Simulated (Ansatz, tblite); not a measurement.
Adding an electron: the cluster Si8H8⁺ (the lowest doublet isomer of a short search). Charge 1, multiplicity 2. Geometry: PBE-D4/def2-SVP. Ansatz, gas phase; energy differences of separate SCF runs; the reduced species is a singlet (the triplet lies 1.06 eV higher at PBE0-D4/def2-TZVP).

Cartesian coordinates in Å:
```
Si 1.308 -0.173 -1.450
Si -1.681 0.883 -0.452
Si 2.004 -0.723 0.758
Si 0.997 0.546 2.409
Si -1.250 0.439 1.847
Si -0.153 -1.667 1.381
Si 0.201 1.931 -1.458
Si -0.755 -1.264 -0.940
H 3.278 -1.416 1.139
H -0.159 2.247 -2.884
H -0.232 -2.845 2.309
H -3.094 1.322 -0.714
H -2.207 0.604 2.990
H 2.302 -0.573 -2.503
H -1.403 -2.404 -1.672
H 0.845 3.092 -0.760
```

The xTB rows come from tblite. The structure comes from a short search, and lower isomers may exist.

Task: Estimate orbital energies and vertical electron affinities at: GFN1-xTB; GFN2-xTB; PBE-D4/def2-TZVP; BLYP-D4/def2-TZVP; PBE0-D4/def2-TZVP.

Result: 
```csv
level,−HOMO (eV),−LUMO (eV),vertical EA (eV),HOMO–LUMO gap (eV)
GFN1-xTB,–,–,11.54,–
GFN2-xTB,–,–,9.53,–
PBE-D4/def2-TZVP,9.48,8.63,6.65,0.85
BLYP-D4/def2-TZVP,9.22,8.48,6.51,0.74
PBE0-D4/def2-TZVP,10.42,7.91,6.66,2.50
```

  HOMO and LUMO are the levels of the spin that leaves or enters (xTB has no such levels and no spin-polarisation term). Other spin states of the ions may lie lower, which would lower the ionisation energy or raise the affinity. Raw xTB energy differences between charge states are shifted by several eV; the methods need an empirical correction for them.
